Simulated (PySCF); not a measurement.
Ga(H)(Cl)(Et) (C2H6ClGa), SMILES C[CH2][GaH][Cl]. Geometry optimised at PBE-D3(BJ)/def2-SVP. The structure was generated by enumeration; whether it is a known compound was not checked. One conformer was computed; it need not be the lowest.

Question: Give the equilibrium geometry at PBE-D3(BJ)/def2-SVP (PySCF confirms it by a frequency run) as a Z-matrix. (Estimate from the structure and the level; the computed values follow.)

Answer: One answer among several that fit: 
```
C
H 1 1.1120
H 1 1.1120 2 105.14
C 1 1.5320 2 111.77 3 121.42
H 4 1.1096 1 112.05 2 61.15
H 4 1.1096 5 106.86 1 -123.10
H 4 1.1107 5 106.93 6 -114.23
Ga 1 1.9775 2 106.04 3 -112.01
H 8 1.5771 1 130.76 2 -124.80
Cl 8 2.1842 9 113.78 1 179.96
```
Charge 0, spin multiplicity 1.
